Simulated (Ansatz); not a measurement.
`F[SiH2]C=S` + CH₃SH → `CSC=S` + `F[SiH3]` at 500 K and 1 bar (substitution at a C–Si bond).

Computed with Ansatz on PBE0-D4/def2-TZVP structures; ΔE is electronic, products minus reactants. CBS: MP2 limit from def2 TZ/QZ plus the TZ coupled-cluster correction, frozen cores. This one scheme is used for every species. Each species was taken in one conformer, which may not be the lowest.

```csv
species,CCSD(T)/CBS energy (Eh),H − E (kJ/mol),S (J/(mol·K))
`F[SiH2]C=S`,-826.53208,130.7,366.5
CH₃SH,-438.22835,145.1,283.7
`CSC=S`,-874.03747,180.6,363.8
`F[SiH3]`,-390.72345,94.1,267.5
```

H − E and S are ideal-gas, rigid-rotor, harmonic terms from PBE0-D4/def2-TZVP, for one conformer and one mirror image of each species. 1 Eh = 2625.50 kJ/mol, R = 8.31446 J/(mol·K).

**Question.** By hand: ΔE, ΔH, ΔS and ΔG.

**Answer.** ΔE = (-874.03747) + (-390.72345) − (-826.53208) − (-438.22835) = -0.00049 Eh = -1.3 kJ/mol. Δ(H − E) = 180.6 + 94.1 − 130.7 − 145.1 = -1.1, so ΔH = -2.4 kJ/mol. ΔS = 363.8 + 267.5 − 366.5 − 283.7 = -18.9 J/(mol·K). ΔG = -2.4 − 500 × (-18.9)/1000 = 7.0 kJ/mol.

**Question.** By hand: the equilibrium constant, and the temperature at which ΔG would vanish if ΔH and ΔS stayed fixed.

**Answer.** log₁₀ K = −ΔG/(RT ln 10) = -0.7. ΔG = 0 at ΔH/ΔS = 127 K, though so small a ΔH makes that figure unsure.

TΔS isn't small against ΔH here. A doubt of 5 kJ/mol in ΔE shifts log₁₀ K by 0.5 here. Other conformers and mirror images would add mixing entropy, several J/(mol·K) or more a flexible species. These are equilibria of isolated gas molecules and say nothing of rates. Largest T1 diagnostic: 0.016 (customary marks: 0.02 for closed shells, 0.045 for open ones).
